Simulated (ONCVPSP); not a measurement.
# How hard is this V (Z = 23) ONCV potential?

V, optimised norm-conserving Vanderbilt (ONCV), made with ONCVPSP 4.0.1 (LDA (Perdew-Wang 92), fully relativistic). Core [Ne], reference 3s2 3p6 3d3 4s1.75 4p0.25. Waves: 3s+4s: rc 1.75 bohr, ncon 3, nbas 6, qcut 5.5 1/bohr, 2 projectors; 3p+4p: rc 1.95 bohr, ncon 5, nbas 8, qcut 8.1 1/bohr, 2 projectors; 3d: rc 2.00 bohr, ncon 3, nbas 7, qcut 8.4 1/bohr, 2 projectors, debl 1.2 Ha. Local part: polynomial inside 1.75 bohr (lpopt 5, dvloc0 0 Ha). Core correction: Teter function, fcfact 2.5, rcfact 1.25.

Open shells are filled in proportion to 2j + 1.

Problem. For each optimised wave give the share of its norm inside rc, the residual kinetic energy above qcut (Ha) and the cutoffs (Ha) for errors of 10, 1, 0.1 and 0.01 mHa per electron.

Solution.

| wave | norm inside rc | residual KE | 10 mHa | 1 mHa | 0.1 mHa | 0.01 mHa |
| --- | --- | --- | --- | --- | --- | --- |
| 3s | 0.971 | 3.9e-06 | 6.7 | 8.9 | 10.8 | 12.4 |
| 4s | 0.070 | 2.5e-05 | 4.9 | 6.9 | 9.5 | 25.3 |
| 3p j=3/2 | 0.969 | 1.8e-07 | 16.5 | 21.3 | 25.1 | 28.4 |
| 4p j=3/2 | 0.036 | 4.8e-08 | 10.3 | 16.0 | 21.1 | 25.4 |
| 3p j=1/2 | 0.971 | 2.1e-07 | 16.7 | 21.4 | 25.3 | 28.6 |
| 4p j=1/2 | 0.038 | 5.9e-08 | 10.4 | 16.2 | 21.4 | 25.6 |
| 3d j=5/2 | 0.801 | 3.0e-07 | 20.7 | 25.1 | 28.6 | 31.3 |
| d projector 2 j=5/2 | 0.107 | 7.3e-07 | 20.2 | 25.3 | 29.1 | 32.3 |
| 3d j=3/2 | 0.803 | 3.0e-07 | 20.7 | 25.1 | 28.6 | 31.3 |
| d projector 2 j=3/2 | 0.107 | 7.4e-07 | 20.2 | 25.3 | 29.2 | 32.3 |

The occupied waves need 25 Ha and 29 Ha for 1 and 0.1 mHa.
